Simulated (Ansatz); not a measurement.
Level of theory: Ansatz (a program for electronic structure) with frozen-core CCSD(T)/cc-pVTZ // PBE0-D4/def2-TZVP.

Ansatz 0.2 input:
```yaml
crystal:
  periodic: [false, false, false]
  atoms:
    - { symbol: Al, position_ang: [1.407967, 0.010068, 0.029864] }
    - { symbol: Si, position_ang: [-1.047684, -0.015223, -0.045889] }
    - { symbol: H, position_ang: [2.240501, -1.341802, 0.09578] }
    - { symbol: H, position_ang: [2.189012, 1.393411, 0.037305] }
    - { symbol: H, position_ang: [-1.593206, 0.120048, 1.337938] }
    - { symbol: H, position_ang: [-1.594499, -1.281398, -0.610275] }
    - { symbol: H, position_ang: [-1.60209, 1.114897, -0.844724] }
basis:
  gaussian: { orbitals: cc-pVTZ }
correlation:
  method: ccsd_t
```

Output:

```
Functional definition: HF
797 factors; integrals over basis functions are off by at most 7.6e-4 eV
mean field evaluation 1: about -14523.2179 eV, gradient 1.3e1 eV
mean field evaluation 2: about -14523.2240 eV, gradient 1.3e1 eV
mean field evaluation 4: about -14524.2594 eV, gradient 7.2e-1 eV
mean field evaluation 8: about -14524.2623 eV, gradient 3.6e-4 eV
mean field -14524.26229518 eV, -533.7567944494 hartree, gradient 2.1e-6 eV, S^2 0.000000; 0 other end points of the search recorded, 0 dependent functions left out
10 core orbitals not correlated
reference -14524.26229518 eV, -533.7567944494 hartree; 6, 6 occupied and 122, 122 virtual orbitals, 797 factors
second order -5.83539483 eV of doubles, -0.00000000 eV of singles
cycle   1  -6.71666190 eV  change   -8.8e-1 eV  update   7.3e-2
cycle   2  -7.05028900 eV  change   -3.3e-1 eV  update   2.5e-2
cycle   3  -7.06392320 eV  change   -1.4e-2 eV  update   6.5e-3
cycle   4  -7.06135518 eV  change    2.6e-3 eV  update   2.4e-3
cycle   5  -7.06055536 eV  change    8.0e-4 eV  update   7.4e-4
cycle   6  -7.06044657 eV  change    1.1e-4 eV  update   2.3e-4
cycle   7  -7.06047670 eV  change   -3.0e-5 eV  update   7.2e-5
cycle   8  -7.06049627 eV  change   -2.0e-5 eV  update   2.4e-5
cycle   9  -7.06049457 eV  change    1.7e-6 eV  update   8.8e-6
perturbative correction -0.19143834 eV, -0.0070352292 hartree
Total energy: -14531.51422809 eV, -534.0232980681 hartree
```

Cost: roughly 15 core-seconds.
